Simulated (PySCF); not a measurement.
## Working with the constants of GeH⁻

UHF-CCSD(T) constants of GeH⁻, ³Σ⁻ (triplet), unpaired electrons π ↑↑ (PySCF, scalar-relativistic core potentials, basis sets Ge aug-cc-pVDZ-PP with ECP10, H aug-cc-pVDZ; masses 73.9212 and 1.0078 u):

| Quantity | Value |
| --- | --- |
| ωe | 1662.9 cm⁻¹ |
| ωexe | 39.5 cm⁻¹ |
| Be | 6.3281 cm⁻¹ |
| αe | 0.228 cm⁻¹ |
| De to Ge⁻ + H | 2.63 eV |

(1) What force constant and bond length do these constants imply?

(2) Estimate the centrifugal constant D from the Kratzer relation and find the Dunham coefficient a1.

Correlated steps freeze 4 core orbitals. Correlated levels converge slowly with the basis: in double zeta they bind strong bonds too weakly, by up to about 1 eV, and carry superposition errors of some tenths. Spin–orbit coupling is left out. For an ion De counts to the pair picked by the measured ionisation energies or electron affinities, which need not be the lowest pair at this level. The state is the lowest determinant that a PBE0 search found; another state may lie lower at other levels.

Answers

(1) Reduced mass μred = 0.99427 u; k = 5.8918×10⁻⁷·μred·ωe² (u, cm⁻¹, mdyn/Å) = 1.62 mdyn/Å; Re = √(16.8576/(μred·Be)) (u, cm⁻¹, Å) = 1.637 Å.

(2) D = 4Be³/ωe² = 0.000367 cm⁻¹; a1 = −1 − αeωe/(6Be²) = -2.58.
